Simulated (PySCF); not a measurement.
A geometry optimisation, step by step.

Species: FH6NSi2.
Atom-mapped SMILES: `[NH2:1][SiH2:2][SiH2:3][F:4]` (hydrogens: H5, H6 on N1; H7, H8 on Si2; H9, H10 on Si3)

Computed by this run: PySCF, PBE0-D3(BJ)/def2-SVP geometry optimisation, gas phase; density fitting, grid level 1; the optimiser is geomeTRIC in internal coordinates, started from a GFN2-xTB structure. The frame can shift and turn from step to step; on so coarse a grid that alone can change the energy by a few meV, and forces under 0.02 eV/Å are noise.

Step 0: E = -20042.2480 eV, largest atomic force 0.965 eV/Å
```
atom  x, y, z in Å  |  force x, y, z in eV/Å
N1     -1.678    0.084   -0.572    0.023   0.129  -0.310
Si2    -0.500   -0.447    0.572   -0.860   0.100  -0.210
Si3     1.520    0.276   -0.242    0.867  -0.120   0.254
F4      2.656   -0.423    0.674    0.468  -0.518   0.666
H5     -2.629   -0.230   -0.464   -0.344  -0.166   0.011
H6     -1.678    1.041   -0.884   -0.007   0.349  -0.099
H7     -0.747    0.020    1.955    0.224   0.186   0.459
H8     -0.689   -1.902    0.609    0.293  -0.568   0.061
H9      1.829    1.698   -0.080   -0.347   0.745  -0.069
H10     1.925   -0.112   -1.592   -0.316  -0.137  -0.762
```

Step 1: E = -20042.4334 eV, largest atomic force 0.333 eV/Å
```
atom  x, y, z in Å  |  force x, y, z in eV/Å
N1     -1.696    0.144   -0.623   -0.024   0.009   0.002
Si2    -0.532   -0.428    0.533    0.088  -0.097   0.155
Si3     1.608    0.216   -0.170   -0.333   0.001  -0.003
F4      2.713   -0.509    0.796   -0.049   0.135  -0.157
H5     -2.656   -0.180   -0.541    0.053   0.004  -0.019
H6     -1.687    1.121   -0.896    0.008  -0.005   0.020
H7     -0.692    0.047    1.953   -0.052  -0.007  -0.014
H8     -0.599   -1.921    0.576   -0.064   0.007  -0.020
H9      1.732    1.704   -0.060    0.190  -0.038  -0.004
H10     1.819   -0.188   -1.592    0.182  -0.007   0.041
```

Step 2: E = -20042.4503 eV, largest atomic force 0.070 eV/Å
```
atom  x, y, z in Å  |  force x, y, z in eV/Å
N1     -1.699    0.141   -0.613   -0.002   0.027  -0.022
Si2    -0.540   -0.436    0.544    0.021  -0.025   0.062
Si3     1.591    0.226   -0.183   -0.038   0.006  -0.008
F4      2.705   -0.484    0.776    0.019  -0.016   0.031
H5     -2.658   -0.186   -0.542    0.002  -0.007  -0.018
H6     -1.689    1.120   -0.878   -0.006   0.005   0.013
H7     -0.716    0.036    1.962    0.008  -0.010  -0.007
H8     -0.622   -1.929    0.577   -0.004   0.009  -0.012
H9      1.777    1.706   -0.075   -0.002   0.012  -0.028
H10     1.861   -0.189   -1.591    0.001   0.000  -0.011
```

Step 3: E = -20042.4513 eV, largest atomic force 0.026 eV/Å
```
atom  x, y, z in Å  |  force x, y, z in eV/Å
N1     -1.695    0.145   -0.611    0.007   0.019  -0.005
Si2    -0.540   -0.439    0.548    0.004  -0.005   0.026
Si3     1.588    0.226   -0.184   -0.009   0.000  -0.006
F4      2.705   -0.479    0.778    0.011  -0.004   0.017
H5     -2.653   -0.185   -0.550    0.002  -0.008  -0.014
H6     -1.685    1.126   -0.867   -0.006   0.005   0.013
H7     -0.716    0.029    1.967    0.006  -0.007   0.001
H8     -0.624   -1.931    0.574   -0.005   0.001  -0.011
H9      1.774    1.707   -0.087   -0.007   0.004  -0.019
H10     1.858   -0.195   -1.591   -0.003  -0.004  -0.001
```

Step 4: E = -20042.4536 eV, largest atomic force 0.074 eV/Å
```
atom  x, y, z in Å  |  force x, y, z in eV/Å
N1     -1.680    0.166   -0.600    0.017   0.006   0.029
Si2    -0.539   -0.447    0.561   -0.028   0.033  -0.060
Si3     1.579    0.221   -0.187    0.057  -0.019   0.014
F4      2.706   -0.451    0.789   -0.011   0.030  -0.031
H5     -2.635   -0.178   -0.583    0.002  -0.010   0.001
H6     -1.675    1.157   -0.815   -0.009   0.004   0.008
H7     -0.717   -0.003    1.986    0.003  -0.002   0.013
H8     -0.632   -1.938    0.556   -0.009  -0.011  -0.005
H9      1.755    1.707   -0.143   -0.014  -0.009   0.013
H10     1.846   -0.229   -1.586   -0.007  -0.022   0.017
```

Step 5: E = -20042.4548 eV, largest atomic force 0.089 eV/Å
```
atom  x, y, z in Å  |  force x, y, z in eV/Å
N1     -1.673    0.184   -0.591    0.016   0.009   0.033
Si2    -0.538   -0.451    0.565   -0.031   0.035  -0.075
Si3     1.577    0.215   -0.191    0.064  -0.022   0.018
F4      2.713   -0.429    0.795   -0.015   0.036  -0.041
H5     -2.624   -0.171   -0.600    0.003  -0.011   0.008
H6     -1.675    1.181   -0.776   -0.009   0.002   0.004
H7     -0.716   -0.025    1.996    0.003  -0.001   0.015
H8     -0.640   -1.941    0.538   -0.012  -0.013  -0.003
H9      1.742    1.703   -0.179   -0.014  -0.011   0.022
H10     1.843   -0.260   -1.582   -0.005  -0.025   0.020
```

Step 6: E = -20042.4574 eV, largest atomic force 0.073 eV/Å
```
atom  x, y, z in Å  |  force x, y, z in eV/Å
N1     -1.659    0.236   -0.561    0.008   0.021   0.028
Si2    -0.536   -0.462    0.571   -0.020   0.017  -0.068
Si3     1.576    0.196   -0.201    0.044  -0.019   0.013
F4      2.738   -0.368    0.804   -0.011   0.036  -0.038
H5     -2.597   -0.144   -0.633    0.003  -0.012   0.019
H6     -1.685    1.245   -0.663   -0.005  -0.005  -0.007
H7     -0.705   -0.085    2.016    0.004   0.001   0.011
H8     -0.670   -1.947    0.483   -0.014  -0.009   0.000
H9      1.707    1.686   -0.274   -0.010  -0.010   0.028
H10     1.839   -0.351   -1.566    0.002  -0.019   0.015
```

Step 7: E = -20042.4586 eV, largest atomic force 0.031 eV/Å
```
atom  x, y, z in Å  |  force x, y, z in eV/Å
N1     -1.652    0.275   -0.534    0.001   0.018   0.016
Si2    -0.533   -0.471    0.570   -0.007  -0.002  -0.030
Si3     1.578    0.180   -0.212    0.013  -0.011   0.000
F4      2.761   -0.314    0.803   -0.004   0.016  -0.013
H5     -2.580   -0.120   -0.644    0.000  -0.007   0.019
H6     -1.696    1.288   -0.579    0.002  -0.007  -0.014
H7     -0.691   -0.131    2.026    0.005  -0.001   0.005
H8     -0.698   -1.950    0.440   -0.009  -0.001  -0.001
H9      1.676    1.668   -0.340   -0.008  -0.002   0.015
H10     1.843   -0.421   -1.554    0.007  -0.005   0.004
```

Step 8: E = -20042.4592 eV, largest atomic force under 0.02 eV/Å
```
atom  x, y, z in Å  |  force x, y, z in eV/Å
N1     -1.655    0.279   -0.529   -0.002   0.005   0.004
Si2    -0.531   -0.473    0.566    0.001  -0.007  -0.002
Si3     1.581    0.178   -0.216   -0.005  -0.003  -0.006
F4      2.767   -0.305    0.800    0.001   0.001   0.003
H5     -2.584   -0.116   -0.630   -0.002   0.000   0.011
H6     -1.699    1.291   -0.575    0.004  -0.003  -0.009
H7     -0.682   -0.135    2.023    0.007  -0.004   0.003
H8     -0.705   -1.951    0.435   -0.006   0.003  -0.003
H9      1.669    1.666   -0.343   -0.005   0.003  -0.001
H10     1.850   -0.427   -1.555    0.008   0.003   0.001
```

Step 9: E = -20042.4596 eV, largest atomic force under 0.02 eV/Å
```
atom  x, y, z in Å  |  force x, y, z in eV/Å
N1     -1.660    0.278   -0.523   -0.005  -0.008  -0.004
Si2    -0.530   -0.476    0.562    0.006  -0.005   0.016
Si3     1.582    0.177   -0.221   -0.013   0.005  -0.006
F4      2.769   -0.298    0.796    0.003  -0.007   0.013
H5     -2.592   -0.113   -0.610   -0.004   0.007   0.003
H6     -1.699    1.290   -0.578    0.006   0.001  -0.003
H7     -0.669   -0.138    2.021    0.006  -0.006   0.000
H8     -0.711   -1.954    0.432    0.000   0.003  -0.004
H9      1.659    1.666   -0.344   -0.002   0.003  -0.011
H10     1.859   -0.426   -1.559    0.005   0.006  -0.004
```

**Question.** Summarise the path.

**Answer.** The energy falls by 20.41 kJ/mol from step 0 to step 9; nine tenths of that is first reached at step 2. It falls at every step. The largest force goes from 0.965 to under 0.02 eV/Å. Among the bonds Si2–Si3 changes most, from 2.295 to 2.345 Å; the atoms move by 0.228 Å rms after alignment.

The cost below is that of the whole optimisation. The run took 25 s of wall time on Arm Neoverse V1, one thread, no GPU, on a shared host.
